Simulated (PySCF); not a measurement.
C₃H₇FS₂Si.
Z-matrix (Å and degrees, GFN2-xTB geometry), rows numbered from 1:
```
F 
C   1  1.3735
C   2  1.5155  1  110.01
Si  3  1.9100  2  112.73  1    53.96
S   4  2.1502  3  107.43  2    55.51
C   5  1.8232  4   98.23  3   -48.03
S   6  1.8120  5  115.66  4    64.06
H   2  1.0962  1  106.84  3  -122.52
H   3  1.0911  2  108.02  1   -67.28
H   3  1.0902  2  107.77  1   176.89
H   4  1.4591  3  109.79  2   -62.23
H   4  1.4510  3  110.30  2   168.97
H   6  1.0868  5  106.77  4  -178.58
H   6  1.0874  5  109.68  4   -59.01
```

Method: TDDFT B3LYP/def2-SVPD, vertical, gas phase, core orbitals frozen in the response (PySCF).

Each state is given a Gaussian of 0.4 eV full width at half maximum, with ε(max) = 2.175×10⁸ f / Δν̃ (Δν̃ the width in cm⁻¹). The cross-section is σ = 3.8235×10⁻²¹ ε cm², given in Mb (10⁻¹⁸ cm²). The width is an assumption, not a result. The curve ends short of the highest state used, and states not computed would add to its high-energy end.

```csv
E (eV),σ (Mb)
4.47,0.00
4.50,0.00
4.52,0.01
4.54,0.01
4.57,0.02
4.59,0.03
4.61,0.04
4.64,0.06
4.66,0.08
4.68,0.10
4.71,0.15
4.73,0.19
4.75,0.24
4.78,0.33
4.80,0.40
4.82,0.48
4.85,0.62
4.87,0.73
4.89,0.84
4.92,1.01
4.94,1.13
4.96,1.25
4.99,1.44
5.01,1.56
5.03,1.67
5.06,1.85
5.08,1.96
5.10,2.08
5.13,2.26
5.15,2.40
5.17,2.54
5.20,2.77
5.22,2.95
5.24,3.13
5.27,3.41
5.29,3.60
5.31,3.78
5.34,4.04
5.36,4.18
5.38,4.29
5.41,4.41
5.43,4.45
5.45,4.45
5.48,4.40
5.50,4.33
5.52,4.26
5.55,4.14
5.57,4.07
5.59,4.02
5.62,4.01
5.64,4.05
5.66,4.14
5.69,4.38
5.71,4.61
5.73,4.89
5.76,5.39
```

Question: Locate the maxima and give the states behind the curve.

Answer: 228 nm (5.44 eV), ε about 1200, made up of S2 (81%) and S3 (11%) (ε in L mol⁻¹ cm⁻¹; maxima over ε = 5, shares over 10%). At its high-energy end, 5.76 eV, the curve is still rising (ε about 1400, from S4, S5 and S6). The states used: S1 5.07 eV (f 0.0056); S2 5.42 eV (f 0.014); S3 5.52 eV (f 0.0021); S4 5.80 eV (f 0.0066); S5 5.93 eV (f 0.010); S6 6.01 eV (f 0.012); S7 6.13 eV (f 0.015); S8 6.36 eV (f 0.019).

Question: On this curve, what absorbance would a 10⁻³ mol/L sample give at 248 nm over a 1 cm path?

Answer: 248 nm is 4.999 eV, where ε is about 390 L mol⁻¹ cm⁻¹, so A = ε c l ≈ 0.39 (Beer–Lambert, with the gas-phase spectrum and the assumed width).

Question: Coming from long wavelengths, where does ε first pass 100 L mol⁻¹ cm⁻¹?

Answer: At about 259 nm (4.80 eV), 0.28 eV below S1.

Question: What would ε be at 5.44 eV, the highest of these maxima, with half the width (0.2 eV)?

Answer: About 2010 L mol⁻¹ cm⁻¹ against 1160, a factor of about 1.7; a lone state at its own centre would give exactly 2.

Time: 61 s; peak memory 0.82 GiB. Hardware: Arm Neoverse N1, one thread, shared host with 64 logical CPUs at a one-minute load of 55.

One conformer stands for the species.
